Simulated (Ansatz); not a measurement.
Loss of HF: C4H3F5 → C4H2F4 + HF

Species: C4H3F5 `FC1C(F)(F)CC1(F)F`, singlet; C4H2F4 `FC1=CC(F)(F)C1F`, singlet; HF, singlet. 

Shapes, held fixed at every level: PBE0-D4/def2-TZVP. Programs: Ansatz 0.2.0. The zero-point and thermal change to 298 K, harmonic and unscaled (PBE0-D4/def2-TZVP), is -9.3 kJ/mol.

Task: Estimate ΔH(298 K) of this reaction.

Result: The highest level, CCSD(T)/CBS estimate, gives ΔH(298 K) = +82.3 kJ/mol; the levels span +81.9 to +126.3. The column of differences is taken from that level and isn't an error. No measured value is set beside it here. The CBS estimate extrapolates MP2 from def2-TZVPP and def2-QZVPP and adds CCSD(T) − MP2 in the triple-zeta set, cores frozen.

| level | kind | ΔH(298 K) (kJ/mol) | less CCSD(T)/CBS estimate |
| --- | --- | --- | --- |
| SPW92/def2-TZVPP | LDA | +126.3 | +44.0 |
| BHLYP-D4/def2-TZVPP | global hybrid | +101.6 | +19.3 |
| wB97X-V/def2-TZVPP | range-separated hybrid | +111.6 | +29.3 |
| B2PLYP/def2-TZVPP | double hybrid | +82.9 | +0.6 |
| MP2/def2-TZVPP | perturbation theory | +81.9 | -0.4 |
| CCSD/def2-TZVPP | coupled cluster or CI | +91.5 | +9.2 |
| CCSD(T)/CBS estimate | coupled cluster or CI | +82.3 | 0.0 |
